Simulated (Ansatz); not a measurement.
Born–Oppenheimer molecular dynamics of CH7BNP (11 atoms, charge 0, multiplicity 1). It starts from a relaxed structure.

All numbers below come from Ansatz 0.2.0, RKS BHLYP/6-31G*.

| Property | Result |
| --- | --- |
| ensemble | NVE (velocity Verlet) |
| time step | 1 fs |
| steps asked | 100 |
| starting velocities drawn for | 100 K |
| seed | 397273 |

First frame:

```xyz
11
Properties=species:S:1:pos:R:3
N -1.002 1.065 -0.510
C -0.871 0.054 0.530
B 0.517 -0.661 0.609
P 1.931 -0.279 -0.584
H -1.943 1.425 -0.545
H -0.405 1.852 -0.309
H -1.163 0.393 1.533
H -1.571 -0.760 0.308
H 0.724 -1.400 1.518
H 1.278 -0.226 -1.823
H 2.570 -1.522 -0.707
```

Q: What does the run give?

A: The run went to its last step.

```json
{
 "steps done": "100",
 "time covered": "100 fs",
 "mean temperature over the second half": "48 K",
 "spread of the potential energy over the second half": "1.6 meV per atom",
 "mean potential energy of the second half above the start": "5.6 meV per atom"
}
```

The conserved energy stayed within 0.18 meV per atom of its start (net change 0.095 meV per atom), so the integration is sound. Over the second half the temperature averaged 0.48 of the 100 K drawn at the start: a run that starts near a minimum puts about half its kinetic energy into the potential. A run of 0.1 ps of so small a system gives no equilibrium averages.

Q: What happens to the structure?

A: The same pairs are bonded in the first frame and the last. Pairs count as bonded within 1.25 times the sum of covalent radii (0.12 Å more for H–H). Another seed would give other details.

Q: How do temperature and energy run in time?

A: 
| time (fs) | T (K) | potential energy less start (eV) | conserved less start (meV/atom) |
| --- | --- | --- | --- |
| 0 | 100 | 0.000 | 0.00 |
| 8 | 33 | 0.080 | 0.14 |
| 16 | 55 | 0.054 | 0.16 |
| 24 | 39 | 0.072 | 0.13 |
| 32 | 53 | 0.056 | 0.06 |
| 40 | 53 | 0.055 | 0.09 |
| 48 | 35 | 0.078 | 0.16 |
| 56 | 62 | 0.045 | 0.13 |
| 64 | 28 | 0.085 | 0.12 |
| 72 | 78 | 0.026 | 0.03 |
| 80 | 29 | 0.084 | 0.15 |
| 88 | 51 | 0.059 | 0.15 |
| 96 | 46 | 0.064 | 0.11 |

Time of the run: 6.5 min on 1 thread of Intel(R) Xeon(R) Platinum 8259CL CPU @ 2.50GHz (Skylake/Cascade Lake) (shared host), peak memory 0.15 GiB.
